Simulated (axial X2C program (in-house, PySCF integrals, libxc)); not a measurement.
## Bond lengths and stretching modes, held linear, of BrGaBr⁻

Calculated with an in-house all-electron X2C program for linear molecules (integrals from PySCF): two-component X2C with atomic mean-field Coulomb and Gaunt terms, Gaussian nuclei, basis Br dyall-av3z, Ga dyall-v3z with contracted cores. Spin-free rows use the one-electron spin-free X2C Hamiltonian.

Masses Br 78.918, Ga 68.926, Br 78.918 u. States: 2c Ω = 0 (all partner blocks equally filled); spin-free M_S = 0, Λ = 0 (closed shell).

r2SCAN, 2c: energies above the lowest point

```json
{"r(Br–Ga) (Å)": "2.7046", "r(Ga–Br) (Å)": "2.7046", "E (meV)": "13.30"}
{"r(Br–Ga) (Å)": "2.7046", "r(Ga–Br) (Å)": "2.7740", "E (meV)": "3.46"}
{"r(Br–Ga) (Å)": "2.7046", "r(Ga–Br) (Å)": "2.8433", "E (meV)": "5.08"}
{"r(Br–Ga) (Å)": "2.7740", "r(Ga–Br) (Å)": "2.7046", "E (meV)": "3.46"}
{"r(Br–Ga) (Å)": "2.7740", "r(Ga–Br) (Å)": "2.7740", "E (meV)": "0.00"}
{"r(Br–Ga) (Å)": "2.7740", "r(Ga–Br) (Å)": "2.8433", "E (meV)": "7.68"}
{"r(Br–Ga) (Å)": "2.7740", "r(Ga–Br) (Å)": "2.9127", "E (meV)": "23.86"}
{"r(Br–Ga) (Å)": "2.8433", "r(Ga–Br) (Å)": "2.7046", "E (meV)": "5.08"}
{"r(Br–Ga) (Å)": "2.8433", "r(Ga–Br) (Å)": "2.7740", "E (meV)": "7.68"}
{"r(Br–Ga) (Å)": "2.8433", "r(Ga–Br) (Å)": "2.8433", "E (meV)": "21.10"}
{"r(Br–Ga) (Å)": "2.9127", "r(Ga–Br) (Å)": "2.7740", "E (meV)": "23.86"}
{"r(Br–Ga) (Å)": "2.9127", "r(Ga–Br) (Å)": "2.9127", "E (meV)": "69.51"}
```

Question: Fit a quadratic surface with cubic terms in each bond: where is the minimum, and what are the two stretching wavenumbers?

Answer: At r2SCAN, 2c: bonds 2.764 and 2.764 Å; harmonic stretches 110.4 and 114.4 cm⁻¹; force constants 0.376, 0.376 and coupling 0.19 mdyn/Å.

The other levels and Hamiltonians give:

```csv
Hamiltonian,level,r(Br–Ga) (Å),r(Ga–Br) (Å),lower stretch (cm⁻¹),upper stretch (cm⁻¹)
2c,PBE0,2.773,2.773,110.2,118.0
2c,HF,2.900,2.900,53.2,104.4
2c,MP2,2.759,2.759,110.5,114.5
spin-free,PBE0,2.772,2.772,110.2,118.0
spin-free,HF,2.899,2.899,53.3,104.5
spin-free,r2SCAN,2.763,2.763,110.5,114.5
spin-free,MP2,2.758,2.758,110.6,114.5
```

Each state is one determinant, the lowest of a limited PBE0 search; the stretches come from a fit to these few points and carry an uncertainty of a few per cent. Other orders of the atoms were not compared. The levels spread by more than a fifth, so the stretches depend strongly on the method. MP2 freezes inner shells (threshold -2 hartree). For an anion the highest level of a functional can be positive, and the basis then holds the extra electron. The molecule was held linear; bending was not examined, so a bent shape may lie lower.
